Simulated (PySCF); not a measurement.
## From computed data to an observable: chemical shift, span and skew from a shielding tensor

CH₈Ge₂, SMILES [CH3][GeH2][GeH3]. Atoms are numbered in the order given.

```xyz
11

C     -1.1741    -2.0630     0.0000
Ge     0.4454    -0.9357     0.0000
Ge    -0.1409     1.4304     0.0000
H     -0.8927    -3.1341     0.0000
H     -1.7850    -1.8553    -0.8996
H     -1.7850    -1.8553     0.8996
H      1.3059    -1.2537     1.2565
H      1.3059    -1.2537    -1.2565
H     -0.9855     1.7838    -1.2552
H     -0.9855     1.7838     1.2552
H      1.1228     2.3321     0.0000
```
Charge 0, spin multiplicity 1.

Geometry: PBE-D3(BJ)/def2-SVP. The structure was generated by enumeration, and PubChem lists no compound with its InChIKey, so it may never have been made.

GIAO shieldings from HF/pcSseg-1 (PySCF), non-relativistic, no solvent. The symmetric part of the tensor of C1 has the principal values 192.2, 199.2, 201.4 ppm. The same nucleus in TMS has σ = 192.6 ppm at this level (PySCF, at its B3LYP-D3(BJ)/def2-TZVP geometry).

Q: Work out the isotropic shielding, the ¹³C shift against TMS, the span and the skew.

A: 
σ(iso) = (σ11 + σ22 + σ33)/3 = 197.6 ppm. δ = σ(ref) − σ(iso) = 192.6 − (197.6) = -5.0 ppm.
Span Ω = σ33 − σ11 = 9.2 ppm. Skew κ = 3(σ(iso) − σ22)/Ω = -0.52. Tumbling in solution averages the tensor to δ; in a static solid the shielding alone would spread this spin-1/2 line over Ω.
